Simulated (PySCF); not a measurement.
F₂H₆Si₃, SMILES F[Si]([SiH3])(F)[SiH3]. Atoms are numbered in the order given.

```xyz
11

F      0.0000     1.3058    -1.3669
Si     0.0000     0.0000    -0.3916
F      0.0000    -1.3058    -1.3669
Si     1.9833     0.0000     0.8366
Si    -1.9833     0.0000     0.8366
H      2.0124    -1.2147     1.7026
H      2.0124     1.2147     1.7026
H      3.1633     0.0000    -0.0736
H     -3.1633     0.0000    -0.0736
H     -2.0124    -1.2147     1.7026
H     -2.0124     1.2147     1.7026
```

The structure is a stationary point at ωB97X-D3(BJ)/def2-SVP.

Two levels are set side by side: PBE/pcSseg-1 (PySCF) and HF/pcSseg-1 (PySCF). GIAO shifts against CFCl3 (¹⁹F), TMS (²⁹Si), TMS (¹H) at the same level; non-relativistic, no solvent, atoms listed together averaged. Differences are taken from unrounded values.

```
quantity                       HF
-------------------------  ------
δ(¹⁹F) of F1, F3 (ppm)     -127.1
δ(²⁹Si) of Si2 (ppm)         40.5
δ(²⁹Si) of Si4, Si5 (ppm)   -97.2
```

What does PBE give, and how far is it from HF? (The exact figures need the calculation; the answer reports its results.)


```csv
quantity,PBE,PBE minus HF
"δ(¹⁹F) of F1, F3 (ppm)",-160.0,-32.9
δ(²⁹Si) of Si2 (ppm),59.1,18.6
"δ(²⁹Si) of Si4, Si5 (ppm)",-117.1,-19.9
```

Rough cost on one machine, each run with all the roots and properties that it gave: HF against PBE within a factor of 2.
